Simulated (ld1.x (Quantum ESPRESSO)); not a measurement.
The numbers below are computed, except where a source is named.
## Pseudopotentials across the periodic table

Generated with ld1.x 7.5 (TM, RRKJ, ultrasoft, PAW), atompaw 4.2 or ONCVPSP 4.0.1. The cutoff is in Ry: for ld1.x and atompaw files where the sum of valence levels is converged to 10 mRy in a Bessel basis, for ONCV files where the hardest occupied wave has 1 mHa per electron of residual kinetic energy. The error is the largest all-electron minus pseudo excitation energy over each file’s own four to seven test configurations (ionisations up to +4, promotions, holes and added fractions of an electron), all of which were solved. The labels leave out finer settings (local radius, basis sizes, second energies), which also bear on the numbers. Spin-polarised tests are not counted. The rows are a selection from randomly drawn settings: files with unsolved tests, undetermined cutoffs or missed reference levels are left out.

A true bound ghost makes a file unfit for plane-wave use even where its test errors are small: the radial tests pick states by their node count and pass the ghost by.

```csv
element,potential,cutoff (Ry),largest error (meV),bound ghosts
Kr,"ultrasoft, PBE, scalar-relativistic, rc 1.30/1.50 (sp), local smoothed, core correction no, reference 4s2 4p6",25,-189,none
Rb,"TM semilocal, PBE, scalar-relativistic, rc 1.65/2.60/3.95 (spd), local s, core correction yes, reference 4s2 4p6 4d0 5s0 5p0",45,+138,none
Sn,"TM, BP86, scalar-relativistic, rc 1.80/2.40 (sp), local p, core correction yes, reference 5s1 5p3",18,-209,none
Xe,"TM semilocal, BP86, scalar-relativistic, rc 1.55/1.60/1.50 (spd), local d, core correction no, reference 4d10 5s2 5p6",110,+81,none
Hg,"ultrasoft, LDA (PZ), scalar-relativistic, rc 2.40/3.50/1.45/3.00 (spdf), local smoothed, core correction yes, reference 5d10 6s1.5 6p0.5",50,-253,none
Bi,"TM, PBE, scalar-relativistic, rc 1.75/1.90/1.85 (spd), local s, core correction no, reference 5d10 6s2 6p3",55,+20,none
```

Q: Fill in the row for Zn: TM, PBEsol, scalar-relativistic, rc 1.85/2.95/1.25 (spd), local p, core correction yes, reference 3d10 4s2 4p0.

A: cutoff 180 Ry, largest error -2368 meV, bound ghosts: s.

Q: Fill in the row for Ta: TM, BLYP, scalar-relativistic, rc 2.26/2.44/1.76 (spd), local d, core correction yes, reference 5d3 6s1.75 6p0.

A: cutoff 30 Ry, largest error -60 meV, bound ghosts: s, p.
